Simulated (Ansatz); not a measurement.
A structure relaxed at PBE0-D4/def2-TZVP, charge 0, multiplicity 1:

Cartesian coordinates in Å:
```
Si -0.018 -1.119 1.299
C -0.303 0.622 0.656
Si -0.450 0.741 -1.199
Se 1.204 -0.403 -2.282
H 1.405 -1.509 1.142
H -0.371 -1.190 2.744
H -0.872 -2.088 0.561
H -1.228 1.020 1.089
H 0.513 1.266 1.000
H -1.691 0.073 -1.667
H -0.459 2.161 -1.639
H 2.270 0.427 -1.704
```

Problem. Give its formula and SMILES.

Solution. CH8SeSi2, `[SiH3]C[SiH2][SeH]`.

Problem. Summarise the bond lengths by kind.

Solution. 2 × C–Si 1.865 to 1.878 Å; 5 × H–Si 1.484 to 1.489 Å; 2 × C–H 1.095 to 1.096 Å; 1 × Se–Si 2.284 Å; 1 × H–Se 1.470 Å.

Computed with Ansatz.
